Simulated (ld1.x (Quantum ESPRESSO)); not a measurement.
**Reading a pseudo-wave (Re (Z = 75))**

Columns: radius, all-electron u(r) and pseudo u(r) of the 6p shell (level -1.32 eV) of rhenium in the configuration [Xe] 4f14 5d5 6s2 6p0; PBE, scalar-relativistic, TM scheme, ld1.x (Quantum ESPRESSO) 7.5.

| r (bohr) | all-electron | pseudo |
| --- | --- | --- |
| 0.180 | -0.0583 | 0.0020 |
| 0.360 | 0.1168 | 0.0081 |
| 0.540 | 0.0072 | 0.0184 |
| 0.720 | -0.1376 | 0.0331 |
| 0.900 | -0.1962 | 0.0522 |
| 1.080 | -0.1758 | 0.0760 |
| 1.260 | -0.1091 | 0.1047 |
| 1.440 | -0.0224 | 0.1382 |
| 1.620 | 0.0676 | 0.1762 |
| 1.800 | 0.1521 | 0.2178 |
| 1.980 | 0.2273 | 0.2618 |
| 2.160 | 0.2917 | 0.3063 |
| 2.340 | 0.3453 | 0.3492 |
| 2.520 | 0.3888 | 0.3882 |
| 2.700 | 0.4231 | 0.4216 |
| 2.880 | 0.4493 | 0.4482 |
| 3.060 | 0.4682 | 0.4678 |
| 3.240 | 0.4808 | 0.4807 |
| 3.420 | 0.4881 | 0.4881 |
| 3.600 | 0.4910 | 0.4910 |
| 3.780 | 0.4901 | 0.4901 |
| 3.960 | 0.4861 | 0.4861 |
| 4.140 | 0.4796 | 0.4796 |
| 4.320 | 0.4711 | 0.4711 |
| 4.500 | 0.4612 | 0.4612 |
| 4.680 | 0.4500 | 0.4500 |

**Question.** How many radial nodes do the two functions have?

**Answer.** The all-electron 6p function has n − l − 1 = 4 (the table is too coarse to show those close to the nucleus); the pseudo-wave has 0, since the states of the same l below it are removed with the core.

**Question.** At about which radius was the pseudo-wave matched?

**Answer.** 3.60 bohr. The columns agree to 0.0005 from 3.06 bohr on; several derivatives are matched, so the curves merge somewhat inside the radius.

**Question.** Where does each function peak?

**Answer.** Outermost all-electron maximum near 3.60 bohr, pseudo maximum near 3.60 bohr (to the table’s step).

**Question.** Is the pseudo-wave norm-conserving?

**Answer.** Yes: the TM scheme keeps the norm inside the radius equal to the all-electron one, which fixes the energy derivative of the logarithmic derivative at the level.
